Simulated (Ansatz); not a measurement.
Stepwise reaction of `NB(O[SiH3])O[SiH3]` with hydrogen sulfide, as a gas-phase model of exchange steps in deposition or etching. ΔE in kJ/mol.

Isolated molecules relaxed with PBE0-D4/def2-TZVP in Ansatz; ΔE leaves out vibrations. CBS: MP2 limit from def2 TZ/QZ plus the TZ coupled-cluster correction, frozen cores. This one scheme is used for every species. DFT in def2-TZVPP. B3LYP here is the variant with VWN-RPA as its local correlation; programs differ in this. Each species was taken in one conformer, which may not be the lowest.

```tsv
step	reaction	PBE-D4	B3LYP-D4	ωB97M-V	CCSD(T)/CBS
2	`NB(S)O[SiH3]` + H₂S → `NB(S)S` + `O[SiH3]`	46.2	60.6	58.1	55.7
```

**Question.** Give the row of step 1, `NB(O[SiH3])O[SiH3]` + H₂S → `NB(S)O[SiH3]` + `O[SiH3]`. (Estimate.)

**Answer.** The calculation gave: 
```
step                                                 reaction  PBE-D4  B3LYP-D4  ωB97M-V  CCSD(T)/CBS
   1  `NB(O[SiH3])O[SiH3]` + H₂S → `NB(S)O[SiH3]` + `O[SiH3]`    55.9      70.0     68.3         66.4
```

**Question.** By hand: ΔE of the 2 steps together at CCSD(T)/CBS.

**Answer.** (66.4) + (55.7) = 122.1 kJ/mol, or 61.1 kJ/mol a step.

In ΔE each step is lower than the one before. All are uphill at CCSD(T)/CBS. PBE-D4 differs from CCSD(T)/CBS by -10.5 to -9.5 kJ/mol a step. Only this route is followed, and other bonds may react first. Isolated molecules leave out the surface, adducts and barriers. Largest T1 diagnostic: 0.012.
